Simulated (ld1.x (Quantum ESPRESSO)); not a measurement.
**Before and after: TM potential for Tc (Z = 43)**

ld1.x (Quantum ESPRESSO) 7.5 input, shortened:

```
&input
   title='Tc', zed=43., rel=1, dft='PBE', iswitch=3,
   config='[Kr] 4d5.5 5s1.5 5p0'
 /
 &inputp
   pseudotype=2, tm=.true., lloc=0,
   nlcc=.true., rcore=0.90
 /
3
5P  2  1   0.00   0.00  3.85  3.85  0.0
4D  3  2   5.50   0.00  1.35  1.35  0.0
5S  1  0   1.50   0.00  2.45  2.45  0.0
 &test
   configts(1)='4d5.5 5s1.5 5p0'
 /
```

All-electron outer shells of the reference configuration (PBE, scalar-relativistic, ld1.x):

```
shell  level (eV)  outermost node (bohr)  outermost maximum (bohr)
   4s      -71.79                   0.50                      0.95
   4p      -43.83                   0.51                      1.03
   4d       -5.52                   0.50                      1.29
   5s       -4.59                   1.28                      2.79
   5p       -1.18                   1.46                      3.86
```

Change: wave 4d (bound): rc 1.35 bohr becomes 4d (bound): rc 2.08 bohr.

Cutoffs: the cutoffs (Ry, on a coarse ladder) from which the occupation-weighted sum of valence levels, in a spherical-Bessel basis at the reference potential, stays within 10 and 1 mRy of its value at 400 Ry; they do not see the model core or the augmentation charge, which bear on the density cutoff. Errors are all-electron minus pseudo energies relative to the spin-unpolarised reference configuration.

**Question.** What does the change do?

**Answer.** The potential gets softer (50 Ry and 70 Ry → 40 Ry and 50 Ry); the errors of the 7 common tests hardly move; neither file shows a bound ghost. A larger radius leaves more room for a smooth pseudo-wave, so fewer plane waves are needed.

| quantity | base | changed |
| --- | --- | --- |
| cutoff, loose | 50 Ry | 40 Ry |
| cutoff, tight | 70 Ry | 50 Ry |
| loose cutoff by channel (10 mRy a level) | d 40 Ry, s 6 Ry | d 35 Ry, s 6 Ry |
| bound ghosts | none | none |
| error for 4d5 5s2 5p0, meV [ΔE 0.63 eV] | -32 | -30 |
| error for 4d5 5s1 5p0, meV [ΔE 8.79 eV] | -22 | -21 |
| error for 4d5 5s0 5p0, meV [ΔE 23.64 eV] | -55 | -56 |
| error for 4d6 5s0 5p0, meV [ΔE 6.80 eV] | -71 | -67 |
| error for 4d4 5s2 5p1, meV [ΔE 7.24 eV] | -353 | -334 |
| error for 4d4 5s2 5p0, meV [ΔE 12.28 eV] | -297 | -280 |
| error for 4d5 5s0 5p1, meV [ΔE 13.37 eV] | -33 | -33 |
| s: phases at 4.19 bohr within 0.05 rad from the reference energy up to (Ry; the scan ends near 5) | 0.9 | 0.9 |
| p: phases at 4.19 bohr within 0.05 rad from the reference energy up to (Ry; the scan ends near 5) | 1.3 | 1.3 |
| d: phases at 4.19 bohr within 0.05 rad from the reference energy up to (Ry; the scan ends near 5) | 0.4 | 0.4 |
